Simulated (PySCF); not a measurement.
C6H12BNO.
SMILES: `CC(=O)NB1CCCC1`

Method: PySCF, TDDFT CAM-B3LYP/def2-SVPD, vertical, gas phase, core orbitals frozen in the response. Geometry: PBE0-D3(BJ)/def2-SVP, one conformer, isolated molecule.

Each state is given a Gaussian of 0.25 eV full width at half maximum, with ε(max) = 2.175×10⁸ f / Δν̃ (Δν̃ the width in cm⁻¹). The width is an assumption, not a result. The curve ends short of the highest state used, and states not computed would add to its high-energy end.

(E (eV), ε (L mol⁻¹ cm⁻¹)): (4.78, 0), (4.88, 3), (4.98, 20), (5.09, 67), (5.19, 78), (5.29, 38), (5.39, 7), (5.49, 1), (5.59, 0), (5.69, 0), (5.79, 0), (5.89, 0), (5.99, 0), (6.09, 2), (6.19, 19), (6.30, 103), (6.40, 189), (6.50, 143), (6.60, 57), (6.70, 350), (6.80, 3804), (6.90, 17419), (7.00, 33101), (7.10, 26095), (7.20, 8542), (7.30, 1261), (7.40, 496), (7.51, 1111), (7.61, 1924), (7.71, 2202)

Question: Locate the maxima and give the states behind the curve.

Answer: 240 nm (5.16 eV), ε about 82, made up of S1 (100%); 193 nm (6.42 eV), ε about 190, made up of S2 (100%); 177 nm (7.02 eV), ε about 34000, made up of S3 (37%) and S4 (63%); 161 nm (7.69 eV), ε about 2200, made up of S6 (80%) and S7 (11%) (ε in L mol⁻¹ cm⁻¹; maxima over ε = 5, shares over 10%). The states used: S1 5.16 eV (f 0.0008); S2 6.42 eV (f 0.0018); S3 7.01 eV (f 0.116); S4 7.03 eV (f 0.199); S5 7.49 eV (f 0.0049); S6 7.67 eV (f 0.017); S7 7.79 eV (f 0.0037); S8 7.96 eV (f 0.022); S9 8.03 eV (f 0.0043); S10 8.31 eV (f 0.0043).

Question: On this curve, what absorbance would a 10⁻³ mol/L sample give at 254 nm over a 1 cm path?

Answer: 254 nm is 4.881 eV, where ε is about 2.8 L mol⁻¹ cm⁻¹, so A = ε c l ≈ 0.0028 (Beer–Lambert, with the gas-phase spectrum and the assumed width).

Question: What would ε be at 7.02 eV, the highest of these maxima, with half the width (0.125 eV)?

Answer: About 66800 L mol⁻¹ cm⁻¹ against 33900, a factor of about 1.97; a lone state at its own centre would give exactly 2.

Question: Coming from long wavelengths, where does ε first pass 100 L mol⁻¹ cm⁻¹?

Answer: At about 197 nm (6.30 eV), 1.14 eV above S1.

The vertical ionisation energy (ΔSCF) is 9.78 eV, 1.47 eV above S10.
